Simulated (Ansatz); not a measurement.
Molecule: sum formula H3BO2Cl, charge 1, multiplicity 1. It need not be the lowest isomer of its formula. 
Coordinates optimised at B3LYP-D3(BJ)/def2-TZVP (Ansatz, a first-principles code):
```xyz
7

O      1.1707    -0.1442     1.1553
B      0.1610    -0.1274     0.3251
O     -1.0600    -0.9569     0.6348
Cl     0.0039     0.7389    -1.1390
H      1.2480    -0.6378     1.9797
H     -1.8187    -0.9508     0.0212
H     -1.1852    -1.5262     1.4151
```
Charge +1, spin multiplicity 1.

Total electronic energies in hartree. Cores are frozen in the correlated levels unless marked. No spin-orbit coupling. No relativistic terms. Basis-set limits of correlation are two-point, X^-3; Hartree-Fock from the larger set (for Q and 5 zeta extrapolated as (X+1)exp(-9√X)).

| level | program | energy (Eh) |
|---|---|---|
| HF/6-31G | Ansatz | -635.38104 |
| HF/6-31G* | Ansatz | -635.47390 |
| HF/cc-pV(T+d)Z | Ansatz | -635.60398 |
| SVWN5/def2-TZVPD | Ansatz | ? |
| PBE-D3(BJ)/def2-TZVPD | Ansatz + dftd3 | -636.83646 |
| revPBE/def2-TZVPD | Ansatz | -637.07767 |
| r2SCAN/def2-TZVPD | Ansatz | -637.10090 |
| r2SCAN-D4/def2-TZVPD | Ansatz + dftd4 | -637.10173 |
| B97M-V/def2-TZVPD | Ansatz | -637.06694 |
| PBE0/6-31G* | Ansatz | -636.74909 |
| PBE0/def2-SVP | Ansatz | -636.51021 |
| HSE06/def2-TZVPD | Ansatz | ? |
| LC-wPBE/def2-TZVPD | Ansatz | -636.98674 |
| wB97X-V/def2-TZVPD | Ansatz | -637.09272 |
| B2GP-PLYP-D4/def2-TZVPD | Ansatz + dftd4 | -636.89246 |
| RPA@PBE/cc-pV(Q+d)Z | Ansatz | -636.88547 |
| MP2/cc-pV(T+d)Z | Ansatz | -636.36507 |
| MP2/cc-pV(Q+d)Z | Ansatz | -636.44470 |
| MP2/cc-pV(5+d)Z | Ansatz | -636.47401 |
| SCS-MP2/cc-pV(D+d)Z | Ansatz | -636.10139 |
| CCSD(T)/cc-pV(T+d)Z | Ansatz | -636.41856 |
| CCSD(T)/CBS(cc-pV(T+d)Z,cc-pV(Q+d)Z) | Ansatz | -636.5399 |
| CCSD(T)/CBS(cc-pV(Q+d)Z,cc-pV(5+d)Z) | Ansatz | -636.5422 |

Problem. Fill in the missing entries.

Solution. 
- SVWN5/def2-TZVPD, energy (Eh): -634.38619
- HSE06/def2-TZVPD, energy (Eh): -636.85890
